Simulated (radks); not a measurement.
Values are calculated unless marked as measured or tabulated.
Problem. Excited configurations of the praseodymium ion Pr3+: one electron is placed in a higher orbital outside [Xe] 4f1. The ground configuration is [Xe] 4f2. Level of theory: Dirac Kohn-Sham, PBE, spin-unpolarised, spherical densities, finite nucleus; open shells are shared between the two j in proportion to 2j + 1; Fermi nuclear charge, rms radius 4.8919 fm (a radial shooting solver on a logarithmic mesh with Libxc functionals). Excitation = E - E(ground); binding = E(ion) - E, where the ion is the core of charge +4; n* = 4/sqrt(2 binding) in atomic units, and the quantum defect is n - n*. Eigenvalue and <r> are those of j = l + 1/2.

outer orbital  excitation (eV)  binding (eV)     n*  quantum defect  eigenvalue (eV)  <r> (bohr)
6s                      12.325        26.615  2.860           3.140          -23.296       3.211
6p                      17.290        21.650  3.171           2.829          -18.659       3.751
6f                      29.542         9.398  4.813           1.187           -8.147       7.365
7p                      26.355        12.585  4.159           2.841          -11.092       6.508
7d                      29.337         9.602  4.761           2.239           -8.466       8.048
7f                      32.385         6.554  5.763           1.237           -5.795       11.26

Estimate the row for 5d.

Solution. excitation (eV) 8.243; binding (eV) 30.696; n* 2.663; quantum defect 2.337; eigenvalue (eV) -25.553; <r> (bohr) 2.220. The Delta-SCF ionisation energy is 38.940 eV (NIST Atomic Spectra Database: 38.98 eV, semi-empirical). Self-interaction in the functional shifts the binding energies and quantum defects, so they are the method's values and not measured ones. Spin polarisation and multiplet splitting are left out, so open shells lie too high by an amount that depends on their filling. Sharing an open shell by 2j + 1 raises it above the true ground level by a part of the spin-orbit splitting, which enters the differences from NIST.

Beside tabulated values, note that spin-unpolarised runs miss the spin-polarisation part of the exchange energy of open shells.
